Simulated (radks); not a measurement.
Spherical quantum dot in the effective-mass picture: electrons in a hard-walled sphere of radius 4.03, all in effective atomic units (hartree* = m*/eps^2 hartree, bohr* = eps/m* bohr), one dielectric constant everywhere. Method: non-relativistic Kohn-Sham, LDA (Slater exchange, Perdew-Wang correlation), spin-polarised, spherical densities; computed with a radial shooting solver with Libxc functionals. Levels are named by radial order and angular momentum (1s, 1p, 1d, 2s, ...), and open shells are averaged over m. Each electron was tried in the lowest free levels, single moves between levels near the top were tried too, and the lowest total energy was kept; such a search can miss a lower state. At N = 1 the Hartree and exchange-correlation terms need not cancel, so that row can carry a self-interaction error.

N        open shells  2S  E (hartree*)  addition energy mu(N+1) - mu(N) (hartree*)  e(HOMO) (hartree*)  rms radius (bohr*)
1   1s(up 1, down 0)   1      0.313877                                      0.3843             0.46637               2.166
2               none   0       1.01208                                      0.5835             0.85486               2.266
3   1p(up 1, down 0)   1       2.29375                                      0.3073              1.4336               2.410
4   1p(up 2, down 0)   2       3.88274                                      0.3138              1.7453               2.491
5   1p(up 3, down 0)   3       5.78551                                      0.3936              2.0605               2.548
6   1p(up 3, down 1)   2       8.08190                                      0.3010              2.4456               2.593
7   1p(up 3, down 2)   1       10.6793                                      0.3059              2.7499               2.630
8               none   0       13.5826                                      0.6256              3.0571               2.661
9   1d(up 1, down 0)   1       17.1115                                      0.2978              3.6776               2.699
10  1d(up 2, down 0)   2       20.9383                                      0.2990              3.9762               2.731
11  1d(up 3, down 0)   3       25.0642                                      0.2997              4.2756               2.759
12  1d(up 4, down 0)   4       29.4897                                      0.3000              4.5755               2.782
13  1d(up 5, down 0)   5       34.2151                                      0.3763              4.8755               2.804
14  1d(up 5, down 1)   4       39.3169                                      0.2932              5.2481               2.823
15  1d(up 5, down 2)   3       44.7119                                      0.2944              5.5420               2.840
16  1d(up 5, down 3)   2       50.4013                                      0.2951              5.8369               2.856
17  1d(up 5, down 4)   1       56.3858                                      0.2955              6.1322               2.871
18              none   0       62.6658                                      0.6791              6.4279               2.885
19  1f(up 1, down 0)   1       69.6250                                      0.2906              7.1044               2.900
20  1f(up 2, down 0)   2       76.8747                                      0.2909              7.3952               2.915
21  1f(up 3, down 0)   3       84.4154                                      0.2911              7.6862               2.928
22  1f(up 4, down 0)   4       92.2471                                      0.2912              7.9773               2.940
23  1f(up 5, down 0)   5       100.370                                      0.2912              8.2685               2.952
24  1f(up 6, down 0)   6       108.784                                           -              8.5597               2.963

All shells are closed at N = 2, 8, 18 (there: 1s2 1p6 1d10); the second difference of the energy has clear peaks (12 % above both neighbours; the first and last values, which can be the largest, are not judged, and half-filled shells can peak too) at N = 2, 5, 8, 13, 18.
